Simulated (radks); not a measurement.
Q: Neutral chromium, [Ar] 3d5 4s1. Calculated with a radial shooting solver on a logarithmic mesh with Libxc functionals: non-relativistic Kohn-Sham, LDA (Slater exchange, Perdew-Wang correlation), spin-polarised, spherical densities, point nucleus. Every spin shell is full or empty, so the densities are truly spherical. Functionals are evaluated on that one density, not self-consistently. Rank these exchange functionals by their error against the exact value of the orbitals, and give that value: LDA, B88, PBE, PBEsol, revPBE, RPBE, OPTX, B86b, EV93, APBE, TPSS, MS2, Tao-Mo, TASK.

A: Exact: -47.5747 hartree. From best to worst, with 100 (|E| - |E exact|)/|E exact| (equal figures are ties): MS2 +0.11, Tao-Mo -0.11, revPBE +0.13, PBE -0.15, RPBE +0.23, B88 +0.36, TPSS +0.39, B86b +0.41, OPTX +0.70, EV93 +0.82, APBE +0.84, TASK -2.61, PBEsol -2.69, LDA -6.40.
